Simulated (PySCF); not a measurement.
ClH₃O₃Sn, SMILES [OH][Sn]([OH])([Cl])[OH].

The structure is a stationary point at PBE0-D3(BJ)/def2-SVP. The def2 effective core potentials stand for the cores of Sn; spin–orbit coupling is left out. One conformer was computed; it need not be the lowest.

All values below come from PySCF with PBE/def2-TZVP.

Question: Estimate the frontier levels, gap, dipole moment and polarisability. (Estimate from the structure and the level; the computed values follow.)

Answer: 
- highest occupied level: -7.66 eV
- lowest empty level: -3.23 eV
- orbital gap: 4.43 eV
- dipole moment: 0.160 e·Å
- quadrupole, principal values (traceless, Buckingham form, about the centre of nuclear charge): -10.29, 5.15, 5.15 D·Å
- mean static polarisability: 61.3 bohr³ (9.08 Å³)
- polarisability, principal values: 57.5, 57.5, 68.9 bohr³
